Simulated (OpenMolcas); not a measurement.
Cu4+ among 6 point charges of -2 e arranged as a tetragonal octahedron (D4h). The axial distance is 0.88 times the equatorial one, R.

- Program: OpenMolcas
- Method: SS-CASPT2, IPEA 0.25 Eh, imaginary shift 0.1 Eh (closed shells correlated: 3s 3p)
- Basis: ANO-RCC-VDZP [5s4p2d1f]
- Scalar Hamiltonian: DKH2, point nucleus
- Active space: 7 electrons in 5 orbitals (3d)
- State averaging: 2S+1 = 4 even, 10 roots; 2S+1 = 2 even, 40 roots
- Spin-orbit coupling: RASSI with atomic mean-field integrals over the reference wave functions

All point charges move together. At R = 1.99 Å the first state of the same spin is 1170 cm-1, and at R = 2.15 Å it is 1080 cm-1.

Question: A third run gives 1430 cm-1. What distance was it run at?

Answer: With a power law R^-n the two known points give n = -ln(1080 / 1170) / ln(2.15 / 1.99) = 1.04. Then R = 1.99 × (1170 / 1430)^(1/1.04) = 1.641 Å. The run was at 1.86 Å, so the estimate is off by -0.219 Å.

An orbital doublet at a regular site is open to a Jahn-Teller distortion, which this geometry leaves out. Point charges give a weaker field than real ligands, and real ions of this kind are often low spin; the high spin found here belongs to the model. Free-ion shares, where given, are those of the reference states; single-state CASPT2 does not remix them. The ground term spreads over less than 5000 cm-1, several times less than with real ligands, so orbital moments are less quenched and χT lies further from the spin-only value than at real sites (holds for R = 2.15). This is an electrostatic model: the charges have no orbitals. No measured value stands beside these numbers.
